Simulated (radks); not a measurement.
Results of a calculation; reference values are marked as such.
Excited configurations of Tm IV: one electron is placed in a higher orbital outside [Xe] 4f11. The ground configuration is [Xe] 4f12. Code: a radial shooting solver on a logarithmic mesh with Libxc functionals. Model: Dirac Kohn-Sham, PBEsol, spin-unpolarised, spherical densities, finite nucleus; open shells are shared between the two j in proportion to 2j + 1; Fermi nuclear charge, rms radius 5.2256 fm. Excitation = E - E(ground); binding = E(ion) - E, where the ion is the core of charge +4; n* = 4/sqrt(2 binding) in atomic units, and the quantum defect is n - n*. Eigenvalue and <r> are those of j = l + 1/2.

outer orbital  excitation (eV)  binding (eV)     n*  quantum defect  eigenvalue (eV)  <r> (bohr)
5d                      13.465        32.523  2.587           2.413          -26.685       1.991
5f                      31.930        14.058  3.935           1.065          -11.742       4.234
6s                      15.924        30.064  2.691           3.309          -26.399       2.823
6p                      22.316        23.672  3.033           2.967          -20.354       3.402
6d                      30.052        15.936  3.696           2.304          -13.851       4.576
6f                      36.661         9.327  4.831           1.169           -8.062       7.349
7s                      30.011        15.977  3.691           3.309          -14.243       5.245
7p                      32.542        13.446  4.024           2.976          -11.779       6.060
7d                      36.052         9.936  4.681           2.319           -8.738       7.711
7f                      39.454         6.534  5.772           1.228           -5.762       11.22

The Delta-SCF ionisation energy is 45.988 eV (NIST Atomic Spectra Database: 42.41 eV, semi-empirical). Self-interaction in the functional shifts the binding energies and quantum defects, so they are the method's values and not measured ones. Spin polarisation and multiplet splitting are left out, so open shells lie too high by an amount that depends on their filling. Sharing an open shell by 2j + 1 raises it above the true ground level by a part of the spin-orbit splitting, which enters the differences from NIST.

Beside tabulated values, note that spin-unpolarised runs miss the spin-polarisation part of the exchange energy of open shells.
